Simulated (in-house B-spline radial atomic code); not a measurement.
Configurations of Ba⁶⁺, with energies counted from [Kr] 4d10 5s2 5p2. Level of theory: scalar-relativistic (X2C) r2SCAN0, spin-polarised, spherical fractional occupations, exact exchange averaged over the configuration, Fermi nucleus of rms radius 4.8378 fm; calculated with a radial B-spline atomic code at the basis-set limit. Shells without spins written out take the highest spin.

Occupations are held fixed; configurations that lie above the ionisation limit could autoionise.

| configuration | E - E(ref) (eV) | highest orbital | its <r> (bohr) |
| --- | --- | --- | --- |
| [Kr] 4d10 4f1 5s1 5p2 | 30.189 | 4f up | 1.131 |
| [Kr] 4d10 5s2 5p1 6s1 | 35.827 | 6s up | 2.887 |
| [Kr] 4d9 5s2 5p3 | 81.831 | 5p up | 1.645 |
| [Ar] 3d10 4s2 4p5 4d10 5s2 5p3 | 178.88 | 5p up | 1.643 |
| [Ar] 3d10 4s2 4p5 4d10 5s2 5p2 6s1 | 217.6 | 6s up | 2.839 |

Problem. Order these further configurations by energy, lowest first.
A. [Kr] 4d10 5s2 5p1 6f1
B. [Kr] 4d10 5s2 5p1 6d1
C. [Ar] 3d10 4s2 4p5 4d10 5s2 5p2 5d1
D. [Kr] 4d10 5s1 5p2 5d1
E. [Ar] 3d10 4s2 4p5 4d10 5s2 5p2 6d1

Solution. D (38.164 eV), B (51.96 eV), A (62.162 eV), C (205.57 eV), E (233.97 eV).

Problem. How far above the reference does [Kr] 4d9 4f1 5s2 5p2 lie?

Solution. 96.039 eV; its least bound orbital is 4f up with <r> = 1.053 bohr.
